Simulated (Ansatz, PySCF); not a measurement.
Species: dichloro(methoxy)borane, CH3BCl2O, net charge 0, singlet state. SMILES: COB(Cl)Cl
Geometry from a B3LYP-D3(BJ)/def2-TZVP (Ansatz, a quantum-chemistry and plane-wave program) optimisation:
```xyz
8

B      0.0446     0.1687    -0.0755
Cl     1.1911     1.3242    -0.7458
Cl     0.6274    -1.4195     0.4519
O     -1.2366     0.5251     0.0162
C     -2.2715    -0.3134     0.5397
H     -2.0613    -0.5748     1.5764
H     -2.3585    -1.2245    -0.0517
H     -3.1954     0.2561     0.4811
```
Charge 0, spin multiplicity 1.

Quantity: atomisation energy (electronic, to ground-state atoms), in eV. Correlated levels leave the core frozen unless marked. Open shells are spin-unrestricted. No spin-orbit coupling. No relativistic terms. The coupled-cluster limit lacks core correlation, which all-electron functionals hold. Basis-set limits of correlation are two-point, X^-3; Hartree-Fock from the larger set. [CCSD(T)-MP2]/basis is that difference in the basis named.

| level | program | atomisation energy (eV) | minus last row |
|---|---|---|---|
| B3LYP-D4/def2-TZVPD | Ansatz + dftd4 | 32.16 | -0.12 |
| TPSSh/def2-TZVPD | PySCF | 32.05 | -0.23 |
| CAM-B3LYP-D4/def2-TZVPD | Ansatz + dftd4 | 32.33 | 0.05 |
| B2GP-PLYP-D4/def2-TZVPD | Ansatz + dftd4 | 31.98 | -0.30 |
| SCS-MP2/STO-3G | Ansatz | 31.69 | -0.59 |
| CCSD/STO-3G | Ansatz | 31.69 | -0.59 |
| RI-MP2/CBS(aug-cc-pV(T+d)Z,aug-cc-pV(Q+d)Z)+[CCSD(T)-MP2]/aug-cc-pV(T+d)Z | Ansatz | 32.28 | 0.00 |
